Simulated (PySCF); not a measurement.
## Calculated data, BClGeH3N, BClGeH4

All values are calculated (PySCF 2.14.0). Calculation on a computer-drawn molecule: optimised geometry and harmonic frequencies of an isolated molecule of the commonest isotopes, restricted reference for singlets and unrestricted otherwise, frozen core in MP2; on germanium a core potential holds 10 electrons, which the energies leave out, and 3d is frozen in MP2 and coupled-cluster steps.

Common to all runs: charge 0; multiplicity 1; basis cc-pV(D+d)Z; basis and core potential on germanium cc-pVDZ-PP ECP10MDF.

```json
{"entry": 1, "formula": "BClGeH3N", "start_structure": {"atoms_angstrom": [["Cl", -1.6372, 2.7799, 1.1383], ["B", -0.069, 2.1087, 1.1641], ["N", 1.0683, 1.6219, 1.1829], ["Ge", 2.7382, 0.9071, 1.2104], ["H", 3.2461, 0.7904, -0.2264], ["H", 2.6701, -0.4749, 1.8598], ["H", 3.6524, 1.8261, 2.0202]]}, "given": {"method": "MP2", "drawn_bonds_atom": [1, 2, 3, 4, 4, 4], "drawn_bonds_other_atom": [2, 3, 4, 5, 6, 7], "drawn_bonds_order": [1, 2, 1, 1, 1, 1]}, "results": {"optimised_atom_element": ["Cl", "B", "N", "Ge", "H", "H", "H"], "optimised_atom_x [angstrom]": [-1.667, -0.09654, 1.068, 2.758, 3.259, 2.68, 3.667], "optimised_atom_y [angstrom]": [2.793, 2.12, 1.622, 0.8986, 0.7855, -0.4856, 1.826], "optimised_atom_z [angstrom]": [1.138, 1.164, 1.183, 1.211, -0.2329, 1.863, 2.024], "modes_frequency [cm^-1]": [82.91, 83.1, 343.2, 354.3, 354.3, 662.6, 662.8, 859.2, 909.4, 909.4, 913.6, 1987, 2208, 2208, 2216], "modes_reduced_mass [dalton]": [7.095, 7.101, 31.77, 10.68, 10.68, 1.129, 1.129, 3.956, 1.021, 1.021, 1.281, 11.49, 1.024, 1.024, 1.015], "rotational_constants [GHz]": [79.06, 0.8537, 0.8537], "total_energy [hartree]": -834.2987, "convergence_status_largest_gradient_component [hartree/bohr]": 8.068e-06}}
{"entry": 2, "formula": "BClGeH4", "start_structure": {"atoms_angstrom": [["Cl", -0.7031, 1.6459, 0.7695], ["B", 0.7392, 1.1994, 0.115], ["Ge", 0.6735, -0.5846, -0.9633], ["H", 1.6784, 1.7458, 0.3021], ["H", 1.6481, -1.6249, -0.4719], ["H", -0.5916, -1.2788, -1.0987], ["H", 1.2265, -0.4058, -2.4354]]}, "given": {"method": "HF", "drawn_bonds_atom": [1, 2, 2, 3, 3, 3], "drawn_bonds_other_atom": [2, 3, 4, 5, 6, 7], "drawn_bonds_order": [1, 1, 1, 1, 1, 1]}, "results": {"optimised_atom_element": ["Cl", "B", "Ge", "H", "H", "H", "H"], "optimised_atom_x [angstrom]": [-0.7571, 0.7216, 0.7282, 1.711, 1.71, -0.6574, 1.215], "optimised_atom_y [angstrom]": [1.743, 1.116, -0.6445, 1.756, -1.646, -1.29, -0.3368], "optimised_atom_z [angstrom]": [0.8185, 0.09729, -1.028, 0.2899, -0.4044, -1.106, -2.451], "modes_frequency [cm^-1]": [30.76, 174.9, 454.6, 457.1, 643.7, 792.6, 872.5, 899.5, 963.8, 969.9, 1128, 2202, 2211, 2232, 2754], "modes_reduced_mass [dalton]": [1.228, 7.565, 1.732, 1.09, 1.903, 1.503, 3.34, 1.076, 1.024, 1.025, 1.337, 1.023, 1.02, 1.016, 1.093], "rotational_constants [GHz]": [27.35, 1.757, 1.685], "total_energy [hartree]": -779.9096, "convergence_status_largest_gradient_component [hartree/bohr]": 2.181e-05}}
{"entry": 3, "formula": "BClGeH4", "start_structure": {"atoms_angstrom": [["Cl", -0.7571, 1.7433, 0.8185], ["B", 0.7216, 1.1155, 0.0973], ["Ge", 0.7282, -0.6445, -1.0275], ["H", 1.7109, 1.7562, 0.2899], ["H", 1.7101, -1.6463, -0.4044], ["H", -0.6574, -1.2904, -1.1058], ["H", 1.2146, -0.3368, -2.4506]]}, "given": {"method": "MP2", "drawn_bonds_atom": [1, 2, 2, 3, 3, 3], "drawn_bonds_other_atom": [2, 3, 4, 5, 6, 7], "drawn_bonds_order": [1, 1, 1, 1, 1, 1]}, "results": {"optimised_atom_element": ["Cl", "B", "Ge", "H", "H", "H", "H"], "optimised_atom_x [angstrom]": [-0.7541, 0.7181, 0.7267, 1.716, 1.711, -0.6622, 1.215], "optimised_atom_y [angstrom]": [1.733, 1.117, -0.6393, 1.762, -1.648, -1.289, -0.3385], "optimised_atom_z [angstrom]": [0.8117, 0.0989, -1.024, 0.2921, -0.4056, -1.104, -2.452], "modes_frequency [cm^-1]": [35.6, 168.7, 426.2, 437.8, 616.0, 756.3, 839.7, 884.6, 916.3, 921.0, 1092, 2172, 2175, 2193, 2682], "modes_reduced_mass [dalton]": [1.226, 7.041, 1.041, 1.709, 2.139, 1.501, 1.045, 2.699, 1.066, 1.028, 1.462, 1.023, 1.016, 1.02, 1.094], "rotational_constants [GHz]": [27.32, 1.776, 1.702], "total_energy [hartree]": -780.2297, "convergence_status_largest_gradient_component [hartree/bohr]": 8.256e-06}}
```
